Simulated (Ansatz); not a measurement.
Reaction (ligand exchange at a B–C bond): `B[C@H]1C[Si@H]1Cl` + `[SiH3]N[SiH2]Cl` → `BN([SiH3])[SiH2]Cl` + `Cl[SiH]1CC1`

Isolated molecules relaxed with PBE0-D4/def2-TZVP in Ansatz; ΔE leaves out vibrations. CCSD(T)/CBS adds triple-zeta CCSD(T) − MP2 to the extrapolated MP2 energy (def2 sets, frozen cores). Functionals use def2-TZVPP. Each species was taken in one conformer, which may not be the lowest.

Is it downhill or uphill in electronic energy at CCSD(T)/CBS, and by how much? (Best estimate.)

The calculation gave: Downhill: ΔE = -68.6 kJ/mol.

What do these levels give: LDA (SPW92), BLYP-D4, r2SCANh-D4, CAM-B3LYP, CCSD/def2-SVP, CCSD(T)/def2-TZVPP? (Best estimate.)

Ansatz gave: LDA (SPW92) -61.1, BLYP-D4 -69.3, r2SCANh-D4 -64.3, CAM-B3LYP -72.0, CCSD/def2-SVP -84.5, CCSD(T)/def2-TZVPP -70.8 kJ/mol.

Largest T1 diagnostic among the species: 0.012.

From BLYP to BHLYP (50 % exact exchange), in def2-TZVPP and without D4, ΔE moves by −5.2 kJ/mol. In def2-TZVPP, CCSD(T) changes the Hartree–Fock value by +7.8 kJ/mol (the triples alone add +1.6 kJ/mol) and MP2 by +10.4 kJ/mol.
